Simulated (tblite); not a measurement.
Species: C₇H₇ (charge +1).
Bonds: C1–C2, C2–C3 (aromatic), C3–C4 (aromatic), C4–C5 (aromatic), C5–C6 (aromatic), C6–C7 (aromatic), C2–C7 (aromatic). Hydrogens: H8, H9 on C1; H10 on C3; H11 on C4; H12 on C5; H13 on C6; H14 on C7.
Bond orders are those of one Lewis drawing.

Computed with GFN2-xTB (tblite), gas phase: Langevin dynamics at 300 K from the optimised GFN2-xTB geometry, time step 0.5 fs, friction 0.01 fs⁻¹, 2000 steps. The instantaneous temperature is 2·E(kin)/(3Nk) with all 3N coordinates.

| t (fs) | T (K) | E(pot) above start (eV) | C1–C2 (Å) | C2–C3 (Å) | C3–C4 (Å) | C4–C5 (Å) | C5–C6 (Å) | C1–H8 (Å) |
| --- | --- | --- | --- | --- | --- | --- | --- | --- |
| 0 | 232 | 0.000 | 1.364 | 1.439 | 1.369 | 1.401 | 1.401 | 1.081 |
| 25 | 192 | 0.382 | 1.395 | 1.435 | 1.379 | 1.402 | 1.447 | 1.048 |
| 50 | 252 | 0.383 | 1.372 | 1.396 | 1.374 | 1.407 | 1.410 | 1.083 |
| 75 | 232 | 0.347 | 1.352 | 1.415 | 1.380 | 1.387 | 1.395 | 1.114 |
| 100 | 227 | 0.426 | 1.367 | 1.444 | 1.391 | 1.403 | 1.415 | 1.069 |
| 125 | 180 | 0.556 | 1.371 | 1.431 | 1.373 | 1.451 | 1.431 | 1.082 |
| 150 | 258 | 0.414 | 1.361 | 1.428 | 1.368 | 1.412 | 1.426 | 1.090 |
| 175 | 318 | 0.351 | 1.363 | 1.401 | 1.372 | 1.365 | 1.404 | 1.034 |
| 200 | 254 | 0.481 | 1.372 | 1.432 | 1.364 | 1.364 | 1.406 | 1.110 |
| 225 | 239 | 0.432 | 1.351 | 1.433 | 1.329 | 1.433 | 1.387 | 1.131 |
| 250 | 303 | 0.424 | 1.378 | 1.445 | 1.339 | 1.464 | 1.345 | 1.047 |
| 275 | 257 | 0.537 | 1.387 | 1.432 | 1.369 | 1.472 | 1.372 | 1.071 |
| 300 | 298 | 0.321 | 1.390 | 1.466 | 1.358 | 1.438 | 1.395 | 1.116 |
| 325 | 282 | 0.361 | 1.346 | 1.441 | 1.349 | 1.392 | 1.421 | 1.076 |
| 350 | 253 | 0.522 | 1.328 | 1.406 | 1.342 | 1.380 | 1.439 | 1.067 |
| 375 | 282 | 0.530 | 1.338 | 1.507 | 1.387 | 1.394 | 1.471 | 1.106 |
| 400 | 398 | 0.434 | 1.333 | 1.441 | 1.402 | 1.387 | 1.444 | 1.125 |
| 425 | 405 | 0.608 | 1.361 | 1.382 | 1.374 | 1.396 | 1.415 | 1.097 |
| 450 | 359 | 0.446 | 1.355 | 1.450 | 1.368 | 1.410 | 1.422 | 1.069 |
| 475 | 280 | 0.515 | 1.324 | 1.435 | 1.369 | 1.432 | 1.405 | 1.066 |
| 500 | 293 | 0.423 | 1.353 | 1.403 | 1.397 | 1.430 | 1.387 | 1.082 |
| 525 | 225 | 0.560 | 1.387 | 1.372 | 1.403 | 1.415 | 1.393 | 1.097 |
| 550 | 255 | 0.386 | 1.420 | 1.423 | 1.403 | 1.396 | 1.394 | 1.070 |
| 575 | 342 | 0.471 | 1.358 | 1.420 | 1.346 | 1.412 | 1.395 | 1.090 |
| 600 | 338 | 0.473 | 1.352 | 1.498 | 1.344 | 1.431 | 1.445 | 1.091 |
| 625 | 284 | 0.447 | 1.341 | 1.473 | 1.364 | 1.399 | 1.426 | 1.093 |
| 650 | 285 | 0.430 | 1.322 | 1.470 | 1.400 | 1.376 | 1.405 | 1.046 |
| 675 | 235 | 0.497 | 1.371 | 1.473 | 1.403 | 1.368 | 1.385 | 1.075 |
| 700 | 304 | 0.418 | 1.379 | 1.434 | 1.391 | 1.377 | 1.360 | 1.122 |
| 725 | 414 | 0.421 | 1.360 | 1.438 | 1.371 | 1.400 | 1.396 | 1.083 |
| 750 | 297 | 0.844 | 1.387 | 1.484 | 1.347 | 1.431 | 1.427 | 1.051 |
| 775 | 453 | 0.417 | 1.349 | 1.405 | 1.372 | 1.415 | 1.396 | 1.087 |
| 800 | 313 | 0.647 | 1.360 | 1.456 | 1.392 | 1.396 | 1.384 | 1.121 |
| 825 | 347 | 0.558 | 1.367 | 1.423 | 1.384 | 1.372 | 1.407 | 1.069 |
| 850 | 340 | 0.428 | 1.340 | 1.404 | 1.387 | 1.397 | 1.398 | 1.076 |
| 875 | 292 | 0.532 | 1.368 | 1.442 | 1.391 | 1.448 | 1.398 | 1.095 |
| 900 | 290 | 0.465 | 1.363 | 1.446 | 1.383 | 1.453 | 1.419 | 1.086 |
| 925 | 224 | 0.514 | 1.373 | 1.372 | 1.376 | 1.428 | 1.415 | 1.082 |
| 950 | 323 | 0.504 | 1.385 | 1.442 | 1.403 | 1.438 | 1.397 | 1.087 |
| 975 | 362 | 0.355 | 1.332 | 1.452 | 1.378 | 1.405 | 1.390 | 1.060 |
| 1000 | 171 | 0.574 | 1.315 | 1.492 | 1.405 | 1.393 | 1.398 | 1.113 |

**Question.** From 500 fs on, how do temperature and potential energy compare with equipartition?

**Answer.** The mean temperature of these 21 frames is 304 K against the target 300 K, and the mean potential energy 0.49 eV against 36 × kT/2 = 0.47 eV for 36 classical harmonic modes. For 14 atoms in a canonical ensemble the temperature itself scatters by T·√(2/(3N)) = 65 K; here its standard deviation is 63 K. The whole run lasts only 10 friction times of 100 fs, so these averages carry a wide statistical error.

**Question.** What are the kinetic and total energies of the listed frame with the highest potential energy?

**Answer.** The one at 750 fs, 0.844 eV above the start. Its kinetic energy is 3NkT/2 = 0.538 eV at 297 K, so the sum is 1.38 eV; over the listed frames the sum runs from 0.42 to 1.38 eV, since the thermostat adds and removes energy.

**Question.** How much do the listed bonds fluctuate from 500 fs on?

**Answer.** 
| bond | at the start (Å) | mean (Å) | standard deviation (Å) |
| --- | --- | --- | --- |
| C1–C2 | 1.364 | 1.361 | 0.024 |
| C2–C3 | 1.439 | 1.439 | 0.035 |
| C3–C4 | 1.369 | 1.383 | 0.019 |
| C4–C5 | 1.401 | 1.409 | 0.024 |
| C5–C6 | 1.401 | 1.401 | 0.018 |
| C1–H8 | 1.081 | 1.085 | 0.019 |

The motion is classical and holds no zero-point motion.

The cost below is that of the whole dynamics run. Time: 9.2 s; peak memory 0.18 GiB. Hardware: an Arm Neoverse V1 with one thread, no GPU (shared host).
